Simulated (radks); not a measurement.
Correlation energies from several functionals, in hartree. Species: V11+ [Ne] 3s2; Pb2+ [Hg]. All-electron calculation, non-relativistic Kohn-Sham, PBE, spin-polarised, spherical densities, point nucleus. Program: a radial shooting solver on a logarithmic mesh with Libxc functionals. Every spin shell is full or empty, so the densities are truly spherical. Functionals are evaluated on that one density, not self-consistently.

functional,V11+,Pb2+
PW92,-1.1850,-8.4609
Chachiyo,-1.1698,-8.3701
PBEsol,-0.56980,-5.5713
LYP,-0.56334,-4.3966
TPSS,-0.48089,-4.9785
revTPSS,-0.49021,-5.0190
SCAN,-0.48833,-5.0103
r2SCAN,-0.49340,-5.0262
